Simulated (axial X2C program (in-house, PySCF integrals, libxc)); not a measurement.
# MnF: from the spin-free to the two-component result

Computed with an in-house relativistic program for diatomic molecules. Spin-free means the one-electron spin-free X2C Hamiltonian; two-component (2c) means X2C with spin–orbit coupling and atomic mean-field two-electron Coulomb and Gaunt terms, so the difference of the two also holds small scalar two-electron terms. Basis: Mn dyall-cv3z [9s10p6d3f2g], F dyall-av3z [7s6p3d2f] (cores contracted in-house); Gaussian nuclei, density fitting, unrestricted open shells. Masses: Mn 54.938 u, F 18.998 u.

Spin-free state: M_S = 3, Λ = 0 (beyond evenly filled blocks: 2 × σα, π+α, π-α, δ+α, δ-α); fragments Mn + F.

```csv
level,Re (Å),ωe (cm⁻¹),De (eV),μ (D)
PBE0,1.830,619.0,4.783,-2.56
HF,1.863,614.1,3.467,-3.12
MP2,1.856,602.7,5.080,n/a
CCSD,1.848,615.2,4.486,n/a
CCSD(T),1.849,611.6,4.559,n/a
PBE50,1.829,630.1,4.516,-2.78
```

Correlated methods: 14 electrons correlated (number of frozen shells: Mn 3 s, 2 p; F 1 s), 260 virtual spin orbitals or spinors in MP2, 90 natural virtuals in coupled cluster.

Dipoles are positive if F is the positive end.

Two-component determinant lowest at the distance of the search:

Ω = 3 (⟨Sz⟩ = 3.00, ⟨Lz⟩ = 0.00 at HF); fragments Mn + F.

| level | Re (Å) | ωe (cm⁻¹) | De (eV) | μ (D) |
| --- | --- | --- | --- | --- |
| PBE0 | 1.830 | 618.7 | 4.781 | -2.56 |
| HF | 1.864 | 613.8 | 3.453 | -3.13 |
| MP2 | 1.856 | 602.4 | 5.068 | n/a |
| CCSD | 1.849 | 614.9 | 4.472 | n/a |
| CCSD(T) | 1.850 | 611.2 | 4.540 | n/a |
| PBE50 | 1.830 | 629.8 | 4.512 | -2.79 |

Q: From the two tables, how do the constants change at the CCSD(T) level (2c against spin-free)?

A: At the CCSD(T) level Re is unchanged within 0.001 Å and ωe drops by 0.4 cm⁻¹; De changes by -0.019 eV.

One determinant describes the state; a PBE0 search over occupations chose it and may have missed a lower one. Dissociation energies refer to the lowest single-determinant-based atoms at the same level and basis. Density functionals use the spin component along the axis (collinear). CCSD and (T) use frozen natural virtuals with an MP2 correction for the truncation; (T) itself is uncorrected, so its De runs slightly low. The 2c atoms are single determinants rather than J levels; their spin–orbit lowering is only partly caught, and De is too large by that part. This holds for PBE0, PBE50. PBE0 can misorder states that lie within some tenths of an eV, so this need not be the ground state of the molecule. The nearest other spin-free determinant of the search, M_S = 2, Λ = 0, lies 0.69 eV up at the distance of the search. Without a current term, density functionals place determinants with orbital angular momentum somewhat too high. With several unpaired electrons one determinant need not be a pure state. Open-shell Ω = 0 determinants with evenly filled partner blocks cannot be reached by this program, so the Ω shown need not be the lowest component.
